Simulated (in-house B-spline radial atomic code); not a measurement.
# RPA and G0W0 on wB97X: Bi

Configuration [Xe] 4f14 5d10 6s2 6p3, highest spin, mean-field start wB97X. Computed with an all-electron radial atomic-structure program (B-spline basis): all electrons, scalar-relativistic (spin-free one-electron X2C), finite nucleus, each spin shell either full or empty, empty states to l = 9 with an (l + 1/2)⁻⁴ tail; G0W0 by contour deformation at full frequency.

Without the two-electron picture change, the correlation of inner shells comes somewhat too large for so heavy an element.

Spin-orbit coupling, left out, splits p levels strongly here.

Command:
```bash
python run_gw.py task.json out
```
Settings (radii: box in bohr, nucleus in fm):
```
Z                        83
electrons                83
configuration            [Xe] 4f14 5d10 6s2 6p3
hamiltonian              x2c
method                   wb97x
lmax                     9
rms_radius               5.5211
spin_polarised           True
box_radius               40
intervals                72
```

Time taken, with all properties: 25 s on 1 thread of Arm Neoverse N1, on a shared host.

Energies (hartree):

| term | value |
| --- | --- |
| mean-field total | -21536.75706 |
| Hartree-Fock functional on these orbitals | -21529.40050 |
| direct second order | -8.1748 |
| second-order exchange | 2.0234 |
| SOSEX correction | 1.9136 |

Problem. What is the RPA correlation energy, and what remains with SOSEX?

Solution. RPA gives -7.223 hartree (-2.37 eV per electron); RPA + SOSEX gives -5.3094, and the second-order doubles -6.1514 hartree (no singles). SOSEX takes back 26 % of the RPA value.

Quasi-particle levels (eV):

```tsv
level	occupied	mean field	Σx - vxc	Σc	QP weight	G0W0
6p up	yes	-8.059	-0.54	?	?	?
6s down	yes	-16.817	1.31	-1.74	0.924	-17.250
6p down	no	-1.144	2.58	-1.85	0.939	-0.422
```

G0W0 = mean field + (Σx - vxc) + Σc, with Σc (partial-wave tail included) taken at the quasi-particle energy. Only the outer levels were computed. Levels of low weight are left out.

Problem. Where does G0W0 put 6p up?

Solution. At -9.040 eV, with Σc = -0.44 eV and a quasi-particle weight of 0.940. The tabulated removal energy is 7.286 eV (NIST, measured); the calculation leaves out spin-orbit coupling, Breit and QED terms, and what these don't explain is the method's own error.
